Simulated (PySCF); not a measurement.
**TeH₄: adding exact exchange**

Base calculation in PySCF with density fitting and no spin–orbit coupling, PBE/def2-TZVP (scalar-relativistic core potentials): singlet, C4v, Te–H 1.751 Å (×4); H–Te–H 82.3° (×4), H–Te–H 137.1° (×2); wavenumbers 250, 799, 1067 (×2), 1202, 1643, 1660 (×2), 1823 cm⁻¹; dipole moment 0.59 D, gap between the highest occupied and lowest empty levels 3.51 eV, polar-tensor charge of Te 1.06 e, atomisation energy (no zero-point energy) 821 kJ/mol.

Task: What changes on going to PBE0/def2-TZVP (scalar-relativistic core potentials)?

Result: The point group stays the same. Changes: mean bond to Te -0.022 Å, smallest bond angle +0.2 degrees, highest wavenumber +105 cm⁻¹, lowest wavenumber +20 cm⁻¹, dipole moment -0.09 D, gap between the highest occupied and lowest empty levels +1.98 eV, polar-tensor charge of Te +0.04 e, atomisation energy (no zero-point energy) -24 kJ/mol. The new structure has Te–H 1.729 Å (×4); H–Te–H 82.5° (×4), H–Te–H 137.7° (×2), with wavenumbers 270, 825, 1102 (×2), 1252, 1726, 1771 (×2), 1928 cm⁻¹. Exact exchange shortens and stiffens the bonds and opens the gap, the usual pattern.

The structures come from searches over a few start shapes, so lower isomers are not excluded.
